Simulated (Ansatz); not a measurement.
Wavefunction ladder for CH₃IO₃, SMILES `OC(O)(O)I`

```csv
atom,x (Å),y (Å),z (Å)
O1,-0.475,-1.280,-0.243
C2,0.034,-0.042,-0.113
O3,-0.485,0.810,-1.016
O4,1.379,-0.047,-0.145
I5,-0.597,0.739,2.006
H6,-0.107,-1.844,0.448
H7,-1.446,0.812,-0.928
H8,1.698,0.852,-0.009
```

Total charge 0; spin multiplicity 1. Correlated methods include outer-core shells of I, which these sets cover unevenly. I: def2 effective core potential. The structure was optimised at the PBE0-D4/def2-TZVP level. It is one conformer, not always the lowest. Frozen core, restricted reference, the Gaussian-basis code of Ansatz.

| basis | HF (Eh) | MP2 corr. | CCSD corr. | (T) | CCSD(T) total |
| --- | --- | --- | --- | --- | --- |
| def2-SVP | -560.64574 | ? | ? | -0.02254 | ? |
| def2-TZVPP | -560.97959 | ? | -1.35643 | ? | ? |
| def2-QZVPP | -560.99259 | -1.62370 | – | – | – |

(1) Fill in the withheld values. (Estimate.)

## Answers

(1) Computed: def2-SVP MP2 corr.: -0.81476; def2-SVP CCSD corr.: -0.83644; def2-SVP CCSD(T) total: -561.50472; def2-TZVPP MP2 corr.: -1.38212; def2-TZVPP (T): -0.04655; def2-TZVPP CCSD(T) total: -562.38257.
